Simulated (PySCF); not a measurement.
**Unknown compound**

An unknown has the formula C$_{5}$H$_{8}$Si. Its calculated NMR data are:

¹H NMR (500 MHz, computed): δ 4.73 (m, 1H), 4.65 (m, 1H), 3.19 (m, 1H), 1.90 (m, 2H), 1.88 (d, 1H), 1.81 (m, 2H).

¹³C{¹H} NMR (computed): δ 95.9 (C), 77.2 (CH), 24.4 (CH), 19.9 (CH2).

Method: shielding tensors at PBE0/pcSseg-1 (GIAO), geometry: GFN2-xTB, in PySCF (no solvent, fast rotation and ring inversion assumed for equivalent nuclei, one conformer, non-relativistic).

δ = σ(ref) − σ, references computed at the same level: ¹H (σref 31.72), ¹³C (σref 186.93) vs TMS.

Task: What is the structure?

Result: 
1. Rings plus π bonds: 3 (1 ring in the answer).
2. 4 carbon signals for 5 carbons: some carbons are equivalent by symmetry or fast rotation.
3. Carbon types of the structure: 1 × C, 2 × CH, 2 × CH2, leaving 2 H on heteroatoms.
4. δC 95.9: alkyne carbon; the triple bond shields along its axis, which puts it between sp3 and sp2 carbons.
5. δC 77.2: terminal alkyne carbon; the triple bond shields along its axis, which puts it between sp3 and sp2 carbons.
6. δC 24.4: propargylic sp3 CH; aliphatic region, no heteroatom directly attached.
7. δC 19.9: sp3 CH2 bonded to Si.
8. δH 3.19: hydrogen on a propargylic sp3 CH.
9. δH 1.90, 1.81: hydrogen on an sp3 CH2 bonded to Si.
10. δH 1.88: hydrogen on a terminal alkyne carbon; it lies on the axis of the triple bond, in its shielding cone.

Structure: SMILES C#CC1C[SiH2]C1.

This is the structure that produced the data.

Shifts are as computed. Against solution values, carbons near 30 ppm lie about +3 ppm off and those near 130 ppm about +5 ppm. Of 1211 compounds with measured shifts, 218 miss one by over three times the rms of a fit or turn the order of signals round; such compounds aren't used in these exercises. No couplings were computed; multiplicities are counted from neighbouring protons, with m where these are inequivalent, close in shift, in a saturated or five-membered ring or joined by F or P, and br s for small geminal =CH2 splittings.
